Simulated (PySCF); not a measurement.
**Orbital picture of IF⁻**

B2PLYP at R = 2.384 Å; I def2-SVPD with ECP28, F def2-SVPD; scalar-relativistic core potentials (PySCF 2.14). State: ²Σ⁺ (doublet), unpaired electrons σ ↑. Only the outer orbitals are listed, counted within each symmetry, core potentials removing the inner ones.

```csv
spin,orbital,occ.,ε (eV),on I (%),main shells (%)
α,5σ,1,-27.21,0,100 F s
α,6σ,1,-15.44,99,99 I s
α,7σ,1,-7.57,17,"83 F p, 15 I p"
α,3π,1,-6.00,4,96 F p
α,3π,1,-6.00,4,96 F p
α,4π,1,-3.10,97,96 I p
α,4π,1,-3.10,97,96 I p
α,8σ,1,-2.43,87,"84 I p, 14 F p"
α,9σ,0,5.18,102,"84 I p, 19 I s"
α,5π,0,5.36,104,103 I p
α,5π,0,5.36,104,103 I p
β,5σ,1,-25.98,0,100 F s
β,6σ,1,-14.43,97,97 I s
β,3π,1,-5.59,4,96 F p
β,3π,1,-5.59,4,96 F p
β,7σ,1,-4.51,30,"70 F p, 28 I p"
β,4π,1,-2.79,96,96 I p
β,4π,1,-2.79,96,96 I p
β,8σ,0,3.06,85,"81 I p, 21 F p"
β,5π,0,5.38,104,104 I p
β,5π,0,5.38,104,104 I p
```

Which are the highest filled and the lowest empty level, where do they sit, and how wide is the gap?

Highest filled α 8σ at -2.43 eV (in %: 84 I p, 14 F p); lowest empty β 8σ at 3.06 eV (in %: 81 I p, 21 F p); the gap at B2PLYP is 5.49 eV. An empty level above zero is unbound, and its energy depends on the basis.

The bond order (Mayer) is 0.31 and the ⟨S²⟩ is 0.759. The charge on I (Mulliken, basis-dependent) is -0.32 and the charge on I (Löwdin, basis-dependent) is -0.14. The dipole moment (positive dipole points towards F; it is taken about the centre of mass and depends on that origin) is -3.83 D.

Shares are Mulliken populations and can fall outside 0 to 100 %.

Correlated steps freeze 5 core orbitals. Spin–orbit coupling is left out. B2PLYP dipoles, levels and charges come from its SCF part alone. The state is the lowest determinant that a PBE0 search found; another state may lie lower at other levels.
